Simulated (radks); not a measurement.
Question: The manganese ion Mn9+, configuration [Ne] 3s2 3p2 3d2 (not the ground configuration). All-electron calculation, Dirac Kohn-Sham, Wu-Cohen GGA, spin-unpolarised, spherical densities, point nucleus; open shells fill j = l - 1/2 first. Program: a radial shooting solver on a logarithmic mesh with Libxc functionals. Some entries of the table are withheld. Estimate them.

orbital  occ.  eigenvalue (eV)  r(max) (bohr)  <r> (bohr)
1s1/2       2        -6651.308        0.03988     0.06091
2s1/2       2        -958.3669            (1)      0.2781
2p1/2       2        -853.5978            (2)         (3)
2p3/2       4        -843.0340            (4)         (5)
3s1/2       2        -269.9334         0.6993      0.7688
3p1/2       2        -238.1472         0.6939      0.7736
3p3/2       0        -236.3852         0.6993      0.7790
3d3/2       2        -186.3053         0.6215      0.7571
3d5/2       0        -186.0406         0.6227      0.7586
4s1/2       0        -118.7606          1.573       1.614
4p1/2       0        -107.6210          1.633       1.675
4p3/2       0        -107.1001          1.641       1.683

Answer: 
(1) 2s1/2 r(max) (bohr): 0.2321
(2) 2p1/2 r(max) (bohr): 0.1860
(3) 2p1/2 <r> (bohr): 0.2436
(4) 2p3/2 r(max) (bohr): 0.1884
(5) 2p3/2 <r> (bohr): 0.2465
